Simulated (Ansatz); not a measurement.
Consider the atomization: `B[Si](C)(C)C` → B• + 3 C• + 11 H• + Si•.

Program: Ansatz. Geometries: PBE0-D4/def2-TZVP. ΔE: electronic, gas phase. CBS: MP2 limit from def2 TZ/QZ plus the TZ coupled-cluster correction, frozen cores. This one scheme is used for every species, atoms too. For atomizations the MP2-based limit and the directly extrapolated one differ by several kJ/mol either way, and by 10 to 25 for some Ge, Se and Sn compounds, so smaller differences from it don't rank the levels. Functionals use def2-TZVPP. No spin–orbit coupling; open shells (•) take unrestricted orbitals. Spin–orbit coupling would lower the free atoms: a little for B, C, Si.

`B[Si](C)(C)C`:

```xyz
16

B     1.441   -0.438   -1.484
Si    0.069    0.029   -0.086
C    -0.305   -1.597    0.799
C    -1.521    0.691   -0.840
C     0.723    1.268    1.168
H     2.617   -0.432   -1.245
H     1.130   -0.805   -2.582
H    -1.050   -1.427    1.583
H     0.588   -2.014    1.272
H    -0.707   -2.347    0.113
H    -1.351    1.634   -1.366
H    -2.273    0.874   -0.067
H    -1.940   -0.019   -1.558
H     0.956    2.227    0.698
H    -0.014    1.454    1.954
H     1.637    0.900    1.642
```

What is ΔE at CCSD(T)/CBS? (An estimate is asked.)

Computed: +5851.5 kJ/mol.

What do these levels give: PBE0-D4, r2SCANh-D4, HF/def2-TZVPP, CCSD/def2-TZVPP, SCS-MP2/def2-QZVPP, HF/CBS(def2)? (Best estimate.)

The calculation gave: PBE0-D4 5875.0, r2SCANh-D4 5864.4, HF/def2-TZVPP 4534.7, CCSD/def2-TZVPP 5676.5, SCS-MP2/def2-QZVPP 5844.0, HF/CBS(def2) 4540.7 kJ/mol.

Largest T1 diagnostic among the species: 0.014.

From BLYP to BHLYP (50 % exact exchange), in def2-TZVPP and without D4, ΔE moves by −3.3 kJ/mol: exact exchange takes away binding that semilocal exchange gives to molecules. In def2-TZVPP, CCSD(T) changes the Hartree–Fock value by +1197.4 kJ/mol (the triples alone add +55.6 kJ/mol) and MP2 by +1220.6 kJ/mol; breaking electron pairs costs correlation energy, which Hartree–Fock lacks.
